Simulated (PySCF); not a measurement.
beryllium dihydride, BeH2, SMILES [BeH2], point group D∞h.

Level: B3LYP/pcJ-1 in PySCF (density fitting, grid level 2); geometry and Hessian at that level, cubic constants and property derivatives from steps of ±0.6 along each species' dimensionless normal coordinates, second-order vibrational perturbation theory. The parent has the commonest isotopes.

Equilibrium geometry (Å):

| atom | x | y | z |
| --- | --- | --- | --- |
| Be1 | 0.0153 | -0.0691 | -0.0167 |
| H2 | -1.2867 | -0.3082 | -0.0421 |
| H3 | 1.3174 | 0.1699 | 0.0086 |

(1) How much do zero-point and thermal motion change the parent's shieldings?

(2) And the bond lengths, in the parent and with ²H at 2?

(3) What are the dipole moments?

(4) How do the spin–spin couplings change (quoted for ¹H, ¹³C, ¹⁵N, ¹⁷O and so on whatever the masses)?

The study (51 SCF points, 31 basis functions) took 18 s on 1 thread of Arm Neoverse V1, on a host shared with other jobs (rough), peak memory 0.29 GiB, launched as `OMP_NUM_THREADS=1 python ens_run.py task.json out`.

## Answers

(1) 
```tsv
atom	σe (ppm)	anharmonic part, 0 K	harmonic part, 0 K	Δσ at 0 K	Δσ at 100 K	Δσ at 300 K
Be1	78.64	0.33	-0.69	-0.36	-0.34	-0.35
H2	28.27	-0.12	-0.15	-0.27	-0.28	-0.29
```

(2) 
```csv
bond,re (Å),⟨r⟩ at 0 K,between mean positions,"⟨r⟩, labelled"
Be1–H2,1.3240,1.3450,1.3345,1.3394
```

(3) 0.000 D at equilibrium; averaged at 0 K: parent 0.000 D; ²H at 2 0.007 D; ²H at 2, ²H at 3 0.000 D. Measured: 0 D (NIST CCCBDB Release 22 (SRD 101), experimental dipoles).

(4) ²J(H2,H3) 46.6 → 50.1 Hz (equilibrium → 0 K average).
